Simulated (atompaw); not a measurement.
# Before and after: PAW (atompaw) potential for Hf

hafnium, PAW, made with atompaw 4.2.0.5 (LDA (PW92), scalar-relativistic). Core [Xe] 4f14, reference 5d2 6s1.5 6p0.5. Waves: 6s (bound): rc 3.00 bohr; 6s channel at 0.05 Ry: rc 3.00 bohr; 6p (bound): rc 3.00 bohr; 6p channel at 1.45 Ry: rc 3.00 bohr; 5d (bound): rc 1.75 bohr; 5d channel at 0.35 Ry: rc 1.75 bohr. Local part: vpsmatchnc scheme with l = 3 at 1 Ry, radius 2.60 bohr. Core correction: smooth core density matched at 2.15 bohr. Augmentation charge: sinc compensation charge, radius 2.70 bohr; PAW radius 3.00 bohr; waves and projectors: custom rrkj vanderbiltortho.

Change: local potential vpsmatchnc scheme with l = 3 at 1 Ry, radius 2.88 bohr.

Cutoffs: the cutoffs (Ry, on a coarse ladder) from which the occupation-weighted sum of valence levels, in a spherical-Bessel basis at the reference potential, stays within 10 and 1 mRy of its value at 400 Ry; they do not see the model core or the augmentation charge, which bear on the density cutoff.

Task: What does the change do?

Result: The potential gets softer (30 Ry and 35 Ry → 25 Ry and 35 Ry); both files keep a bound ghost (p, s).

```csv
quantity,base,changed
"cutoff, loose",30 Ry,25 Ry
"cutoff, tight",35 Ry,35 Ry
bound ghosts,"s, p","s, p"
s: phases at 3.00 bohr within 0.05 rad from the reference energy up to (Ry; the scan ends near 5),3.0,3.2
p: phases at 3.00 bohr within 0.05 rad from the reference energy up to (Ry; the scan ends near 5),3.9,4.8
d: phases at 3.00 bohr within 0.05 rad from the reference energy up to (Ry; the scan ends near 5),to the end of the scan,to the end of the scan
lowest overlap eigenvalue by channel,"s 0.05, p 0.54, d 0.77","s 0.22, p 0.57, d 0.63"
```

 A true bound ghost makes a file unfit for plane-wave use even where its test errors are small: the radial tests pick states by their node count and pass the ghost by. The cutoffs see the waves, projectors and local potential, not the compensation charge or the core.
